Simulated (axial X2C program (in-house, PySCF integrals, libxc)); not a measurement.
Potential curves of SbO⁻, with spin–orbit coupling

Calculated with an axial X2C code built on PySCF integrals. Two-component (2c) means X2C with spin–orbit coupling and atomic mean-field two-electron Coulomb and Gaunt terms. Basis: Sb dyall-acv3z [12s13p9d5f1g], O dyall-av3z [7s6p3d2f] (cores contracted in-house); Gaussian nuclei, density fitting, unrestricted open shells. Masses: Sb 120.904 u, O 15.995 u.

State: Ω = 1 (⟨Sz⟩ = 1.00, ⟨Lz⟩ = 0.00 at PBE0). Energies in eV from the fragments at the same level (Sb + O-). Fits are polynomials in 1 − R0/R over 0.85 to 1.23 times the lowest point R0.

```
 R (Å)     PBE0     BLYP
1.6286  -2.9434  -2.7988
1.7035  -3.7186  -3.6746
1.7597  -4.0430  -4.0743
1.8158  -4.2054  -4.3112
1.8720  -4.2463  -4.4258
1.9375  -4.1806  -4.4445
2.0030  -4.0280  -4.3740
2.0873  -3.7469  -4.1947
2.1902  -3.3290  -3.8944
2.3400  -2.6679  -3.3866
```

One determinant describes the state; a PBE0 search over occupations chose it and may have missed a lower one. De is counted from the lowest determinant-based energies of the atoms at the same level, without counterpoise correction. Density functionals use the spin component along the axis (collinear). In 2c an atomic determinant is not the ground J level, so De misses part of the atomic spin–orbit lowering. This holds for PBE0, BLYP. PBE0 can misorder states that lie within some tenths of an eV, so this need not be the ground state of the molecule. The nearest other 2c determinant of the search, Ω = 0, lies 0.39 eV up at the distance of the search. The functionals have no current-density term, which raises determinants with orbital currents, atoms included. With several unpaired electrons one determinant need not be a pure state. Open-shell Ω = 0 determinants with evenly filled partner blocks cannot be reached by this program, so the Ω shown need not be the lowest component. This is the Ω = 1 component of a π² triplet; the 0⁺ component is not one determinant and can lie lowest. The highest occupied level of some functionals is positive through self-interaction error; at Hartree–Fock it is bound.

Question: What are Re, ωe and De at the PBE0 level?

Answer: At PBE0, 2c: Re = 1.866 Å, ωe ≈ 754 cm⁻¹, De = 4.25 eV to Sb + O-; Be follows as 0.343 cm⁻¹.

Question: Fit the BLYP curve near its minimum: give the equilibrium distance, the harmonic wavenumber and the well depth.

Answer: At BLYP, 2c: Re = 1.916 Å, ωe ≈ 667 cm⁻¹, De = 4.45 eV to Sb + O-; Be follows as 0.325 cm⁻¹.
